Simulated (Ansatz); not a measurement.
```yaml
crystal:
  periodic: [false, false, false]
  atoms:
    - {symbol: N, position_ang: [-1.521884, 0.446515, -1.056729]}
    - {symbol: B, position_ang: [-0.407216, 0.188571, -0.293785]}
    - {symbol: C, position_ang: [0.369171, -1.035232, 0.285615]}
    - {symbol: Si, position_ang: [1.165292, 0.628333, 0.762317]}
    - {symbol: H, position_ang: [-1.817649, 1.377577, -1.296058]}
    - {symbol: H, position_ang: [-2.114783, -0.280890, -1.425631]}
    - {symbol: H, position_ang: [-0.099469, -1.623728, 1.074504]}
    - {symbol: H, position_ang: [0.918473, -1.672131, -0.408293]}
    - {symbol: H, position_ang: [1.098517, 1.003819, 2.196088]}
    - {symbol: H, position_ang: [2.492747, 0.916065, 0.165070]}
basis:
  gaussian: {orbitals: aug-pcseg-2}
total_charge: 1
magnetization: {spin_polarized: true, initial_magnetization: 2}
hamiltonian: {xc: {name: r2SCAN0}, dispersion: d4}
output: {forces: true}
```

```sh
$ ansatz run in.yaml --threads 2 --pin off --events-out ev --progress --plain --max-ram 4352MiB
```

It prints (some lines left out):

```
Error: a molecule whose nuclei and cores have a total charge of 38 cannot have a net charge of 1 together with 2 unpaired electrons
```

Task: Something in this input is off. What?

Result: The number of unpaired electrons doesn't fit the electron count. The program refused the input.
